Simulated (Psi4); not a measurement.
I2 (iodine): the vertical energy of the triplet above the singlet from total energies

I2: 2 atoms, total charge 0, spin state singlet. SMILES: `II`. Geometry: relaxed at PBE0-D4/def2-TZVP.

```xyz
2

I     0.0000    0.0000    0.0047
I     0.0000    0.0000    2.6604
```

Both states at this one shape; open shells run unrestricted unless said. 1 Eh = 27.2114 eV.

```tsv
level	program	singlet I2 (Eh)	triplet I2 (Eh)
HF/3-21G	Psi4	-13774.605204	-13774.532158
TPSSh/def2-TZVPP (core potential)	Psi4	-595.253500	-595.188283
```

Problem. Work out the vertical gap, second state less first, at each level.

Solution. 
1. HF/3-21G: -13774.532158 − (-13774.605204) = 0.073046 Eh = 1.99 eV.
2. TPSSh/def2-TZVPP (core potential): -595.188283 − (-595.253500) = 0.065217 Eh = 1.77 eV.

No measured value is set beside it here; the levels span 1.77 to 1.99 eV. Spin-orbit coupling, which splits open shells on such heavy atoms by tenths of an eV, is left out. All-electron rows are non-relativistic unless named.
